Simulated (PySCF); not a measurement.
**Simulated absorption spectrum**

Species: C₂H₄B₂O.
SMILES with atom numbers: `[BH2:1][O:2][BH:3][C:4]#[CH:5]` (hydrogens: H6, H7 on B1; H8 on B3; H9 on C5)

Level of theory: TDDFT wB97X-D/def2-SVPD, vertical, gas phase, core orbitals frozen in the response in PySCF 2.14.0, density-fitted response routines. Geometry: PBE0-D3(BJ)/def2-SVP; no solvent, vibrations or thermal averaging.

Computed states:

```json
{"state": "S1", "E (eV)": "5.01", "f": "0.0004"}
{"state": "S2", "E (eV)": "5.86", "f": "0.099"}
{"state": "S3", "E (eV)": "6.16", "f": "0.0001"}
{"state": "S4", "E (eV)": "6.58", "f": "0.0050"}
{"state": "S5", "E (eV)": "6.84", "f": "0.0001"}
{"state": "S6", "E (eV)": "7.29", "f": "0.247"}
{"state": "S7", "E (eV)": "7.95", "f": "0.046"}
{"state": "S8", "E (eV)": "8.17", "f": "0.055"}
{"state": "S9", "E (eV)": "8.22", "f": "0.062"}
{"state": "S10", "E (eV)": "8.35", "f": "0.489"}
```

Each state is given a Gaussian of 0.3 eV full width at half maximum, with ε(max) = 2.175×10⁸ f / Δν̃ (Δν̃ the width in cm⁻¹). The width is an assumption, not a result. The curve ends short of the highest state used, and states not computed would add to its high-energy end.

Q: What does the envelope look like, and where are its maxima?

A: 
(E (eV), ε (L mol⁻¹ cm⁻¹)): (4.56, 0), (4.63, 0), (4.70, 2), (4.78, 7), (4.85, 17), (4.93, 29), (5.00, 35), (5.08, 30), (5.15, 19), (5.23, 8), (5.30, 3), (5.37, 7), (5.45, 56), (5.52, 277), (5.60, 1188), (5.67, 3078), (5.75, 6312), (5.82, 8563), (5.89, 8589), (5.97, 5958), (6.04, 3134), (6.12, 1046), (6.19, 300), (6.27, 77), (6.34, 90), (6.41, 192), (6.49, 357), (6.56, 449), (6.64, 405), (6.71, 271), (6.79, 132), (6.86, 126), (6.93, 444), (7.01, 2054), (7.08, 5849), (7.16, 13392), (7.23, 20009), (7.31, 21876), (7.38, 17116), (7.45, 9903), (7.53, 3679), (7.60, 1209), (7.68, 655), (7.75, 1299)

Maxima: 248 nm (5.01 eV), ε about 35, made up of S1 (100%); 212 nm (5.86 eV), ε about 8900, made up of S2 (100%); 188 nm (6.58 eV), ε about 450, made up of S4 (100%); 170 nm (7.29 eV), ε about 22000, made up of S6 (100%) (ε in L mol⁻¹ cm⁻¹; maxima over ε = 5, shares over 10%). At its high-energy end, 7.75 eV, the curve is still rising (ε about 1300, from S7).

Q: Coming from long wavelengths, where does ε first pass 100 L mol⁻¹ cm⁻¹?

A: At about 226 nm (5.47 eV), 0.47 eV above S1.

Q: On this curve, what absorbance would a 10⁻³ mol/L sample give at 222 nm over a 1 cm path?

A: 222 nm is 5.585 eV, where ε is about 930 L mol⁻¹ cm⁻¹, so A = ε c l ≈ 0.93 (Beer–Lambert, with the gas-phase spectrum and the assumed width).

Q: What would ε be at 7.29 eV, the highest of these maxima, with half the width (0.15 eV)?

A: About 44400 L mol⁻¹ cm⁻¹ against 22200, a factor of about 2.00; a lone state at its own centre would give exactly 2.

All these states lie below the vertical ionisation energy of 10.67 eV (ΔSCF).
